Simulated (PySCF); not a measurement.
4,4-difluorobuta-1,2-diene (C4H4F2), SMILES C=C=CC(F)F.

The structure is a stationary point at r2SCAN-D4/def2-SVP. Other conformers were not sampled.

Two levels are set side by side: TDA-PBE/def2-SVPD (PySCF) and TDA-PBE0/def2-SVPD (PySCF). Vertical, same geometry. The lowest singlet is HOMO−1→LUMO 70 %, HOMO→LUMO+1 30 % with PBE and HOMO−1→LUMO 65 %, HOMO→LUMO+1 34 % with the other functional; states are paired by order. Differences are taken from unrounded values.

| quantity | TDA-PBE0 |
|---|---|
| lowest singlet excitation (eV) | 5.89 |
| lowest triplet excitation (TDA) (eV) | 4.47 |
| first bright state (f over 0.05) (eV) | 7.75 |
| its oscillator strength | 0.08 |

Task: What does TDA-PBE give, and how far is it from TDA-PBE0? (An estimate is asked for; the answer gives what the named calculation found.)

Result: 
| quantity | TDA-PBE | TDA-PBE minus TDA-PBE0 |
|---|---|---|
| lowest singlet excitation (eV) | 5.68 | -0.21 |
| lowest triplet excitation (TDA) (eV) | 4.57 | 0.10 |
| first bright state (f over 0.05) (eV) | 7.58 | -0.17 |
| its oscillator strength | 0.25 | 0.17 |

A lower first singlet is the usual sign of a functional without exact exchange. Differences between two approximate levels are no errors against the true value.

Rough cost on one machine, each run with all the roots and properties that it gave: TDA-PBE0 against TDA-PBE about 2 times.
